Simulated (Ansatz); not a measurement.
Energy needed to pull apart GaH$_{3}$ (SMILES [GaH3]), singlet, into free ground-state atoms, from the structure below (displaced at random from its PBE0-D4/def2-TZVP minimum); no zero-point or spin–orbit terms; open-shell atoms are treated unrestricted, in their ground-state multiplicity.

```
4
angstrom
Ga 0.0210 -0.0347 0.1110
H 1.2702 0.4221 0.8184
H -0.5563 -1.4634 -0.0340
H -0.6467 1.0739 -0.9932
```

Ansatz 0.2.0; basis: def2-TZVPP; cores frozen in the correlated methods. Filled d shells of the heavier atoms are correlated. The def2 sets are not built for correlating such inner shells, so the correlated values are less sure here.

```
   method  atomization energy (kJ/mol)
   PBE-D4                          781
r2SCAN-D4                          811
  PBE0-D4                          787
  wB97M-V                          807
       HF                          612
      MP2                            ?
     CCSD                            ?
  CCSD(T)                          812
```

(1) What does MP2 give? (An estimate is asked for; the value comes from the calculation.)

(2) What does CCSD give? (To be estimated.)

The T1 diagnostic stays at or below 0.014.

## Answers

(1) The calculation gives: 786 kJ/mol, which is about 26 kJ/mol less than CCSD(T)/def2-TZVPP.

(2) By the calculation: 810 kJ/mol, which is about 2 kJ/mol less than CCSD(T)/def2-TZVPP.

In triple zeta the MP2 and coupled-cluster atomization energies are still short of their basis limit by a few kcal/mol a bond, whereas those of the functionals are nearly converged, so these differences are not deviations from converged CCSD(T).

For scale, one of the runs: CCSD(T)/def2-TZVPP forces, 90 basis functions (an equivalent command: `ansatz run in.yaml --threads 2`). Hardware: 2 CPU threads, shared host. Wall time about 8.5 s.
